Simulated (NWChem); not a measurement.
Total energies of FGe

```xyz
2

Ge     0.0000     0.0000     0.3875
F      0.0000     0.0000    -1.3778
```
Charge 0, spin multiplicity 2.

Program: NWChem. The geometry was optimised at UB3LYP/def2-SVP, a minimum by its harmonic frequencies.

Basis set: def2-SVP (46 functions).

```tsv
method	total energy (Ha)
UHF	-2174.46035
UMP2	-2174.83556
UB2PLYP	-2176.04592
UPBE	-2176.08533
UB3LYP	-2176.53766
UBLYP	-2176.55121
```

Total energies of different functionals aren't comparable as a measure of quality: only differences taken within one method are. 

The Hamiltonian is non-relativistic. The correlated methods keep 10 core orbitals frozen. B3LYP has NWChem's definition, with VWN1-RPA local correlation. This spin state was chosen for the runs; another may lie lower. The structure started from a generated list of species. The unpaired electrons of the parent sit in orbitals of symmetry b2 (C2v labels of the run); other states weren't searched. No SCF solution was tested for a lower state. Open-shell Hartree-Fock references start from PBE0 orbitals.
